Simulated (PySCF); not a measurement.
## Radial density of Xe (xenon, neutral)

r2SCANh, [Kr] 4d10 5s1 5p6 5d1, high-spin 3D determinant (an excited configuration). Computed with PySCF 2.14 in aug-cc-pVDZ-PP with ECP28MDF (5s4p3d, 32 functions), with scalar relativity through the core potential. This is the valence pseudo-density: the core potential removes the inner electrons and smooths the orbitals near the nucleus.

```tsv
r (bohr)	4πr²ρ (e/bohr)	4πr²(ρα − ρβ)
0.00125	1.232e-05	0.0000
0.00210	3.467e-05	0.0000
0.00353	9.665e-05	0.0000
0.00594	0.0002623	0.0000
0.00998	0.0006630	0.0001
0.0168	0.001411	0.0002
0.0282	0.002240	0.0003
0.0475	0.003020	0.0003
0.0799	0.005688	0.0003
0.134	0.04210	0.0005
0.226	0.4896	0.0048
0.380	6.670	0.0872
0.640	28.59	0.1864
1.08	12.91	0.2217
1.81	4.990	0.9018
3.04	1.785	0.4924
5.12	0.1240	0.0571
8.61	3.299e-05	0.0000
```

Energies and moments cover only the electrons outside the core potential. The outer electron is Rydberg-like, and this basis confines it to a smaller radius and binds it less than a complete one would. At r2SCANh the highest occupied level has a positive energy, so only the finite basis holds that electron; for this excited configuration the basis is too tight for the outer shell.
